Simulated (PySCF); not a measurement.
Compound: Ta(NEt)(OH)3, C2H8NO3Ta (singlet state).
SMILES: `CC[N]=[Ta]([OH])([OH])[OH]`

The calculation used PySCF 2.14.0, density-fitted response routines, TDDFT PBE0/def2-SVPD, vertical, gas phase, core orbitals frozen in the response, def2 core potentials past Kr. Geometry: PBE0-D3(BJ)/def2-SVP; no solvent, vibrations or thermal averaging. Spin–orbit coupling is left out.

Question: List the vertical singlet excitations with oscillator strengths and describe the spectrum.

Answer: 

| state | E (eV) | λ (nm) | f | main configurations (H = HOMO, L = LUMO) |
| --- | --- | --- | --- | --- |
| S1 | 5.31 | 233.5 | 0.0022 | H→L+2 (38%), H-1→L+1 (24%), H→L+1 (18%) |
| S2 | 5.40 | 229.5 | 0.013 | H→L (71%), H→L+2 (12%) |
| S3 | 5.48 | 226.1 | 0.0008 | H-1→L (33%), H-1→L+1 (30%), H→L+2 (24%) |
| S4 | 5.55 | 223.2 | 0.0016 | H→L+1 (49%), H→L (19%), H-1→L+2 (15%) |
| S5 | 5.75 | 215.7 | 0.015 | H-1→L (53%), H-1→L+1 (31%) |
| S6 | 5.93 | 209.0 | 0.031 | H-1→L+2 (40%), H-1→L+4 (12%), H→L+1 (12%) |
| S7 | 6.16 | 201.3 | 0.021 | H→L+3 (78%) |
| S8 | 6.27 | 197.8 | 0.0016 | H→L+4 (64%), H→L+6 (23%) |
| S9 | 6.32 | 196.2 | 0.0093 | H-1→L+3 (69%), H-1→L+5 (11%) |
| S10 | 6.53 | 189.8 | 0.0021 | H-1→L+4 (56%), H-1→L+6 (12%), H→L+7 (11%) |

Triplets, Tamm–Dancoff:

```
state  E (eV)  λ (nm)   main configurations (H = HOMO, L = LUMO)
   T1    4.67   265.3      H→L+1 (50%), H-1→L+2 (11%), H→L (11%)
   T2    4.98   248.8    H-1→L+2 (35%), H→L+2 (22%), H→L+1 (18%)
   T3    5.01   247.3  H-1→L+1 (34%), H→L+2 (25%), H-1→L+2 (19%)
   T4    5.27   235.2    H-1→L+1 (34%), H→L+2 (27%), H-1→L (17%)
```

The lowest singlet comes at 234 nm (512 kJ/mol) in the ultraviolet; it is very weak; its leading configuration is HOMO→LUMO+2 (38%). The strongest level in the table is S6 at 5.93 eV (209 nm, f = 0.031). For S1 the Löwdin share of tantalum is 17% in HOMO and 55% in LUMO+2. The listed states span 1.22 eV. Weighted by f, the mean energy of these states is 5.92 eV. All these states lie below the vertical ionisation energy of 8.65 eV (ΔSCF). The window holds the lowest 10 singlets.
